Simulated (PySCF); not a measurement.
# Working out the excitation energy of C⁺

C⁺ [He] 2s2 2p1 (2P) → C⁺ [He] 2s1 2p1 3d1 (high-spin determinant). Computed with PySCF 2.14 in aug-cc-pVDZ-DK (4s3p2d, 23 functions), with the spin-free X2C one-electron Hamiltonian (Gaussian nucleus). Frozen: 1s2. Energies in hartree (1 hartree = 27.21139 eV):

```json
{"part": "UHF", "C⁺ (lower)": "-37.305352", "C⁺ (upper)": "-36.411171"}
{"part": "MP2 opposite-spin", "C⁺ (lower)": "-0.039231", "C⁺ (upper)": "0.000000"}
{"part": "MP2 same-spin", "C⁺ (lower)": "-0.002422", "C⁺ (upper)": "-0.004898"}
```

**Question.** What does Hartree-Fock give?

**Answer.** (-36.411171) − (-37.305352) = 0.894181 hartree = 24.332 eV.

**Question.** What do MP2 and SCS-MP2 (6/5 opposite-spin, 1/3 same-spin) give?

**Answer.** The opposite-spin parts differ by 1.068 eV and the same-spin parts by -0.067 eV. MP2: 24.332 + (1.068) + (-0.067) = 25.333 eV. SCS-MP2: 24.332 + 1.2 × (1.068) + (-0.067)/3 = 25.591 eV.

One determinant mixes LS terms, so it does not stand for a single term.

The upper state lies above the first ionisation limit, but in LS coupling its spin forbids autoionisation to the ground ion. A Rydberg-like electron needs more diffuse functions than a valence basis has.

A double-zeta basis recovers only part of the correlation energy.
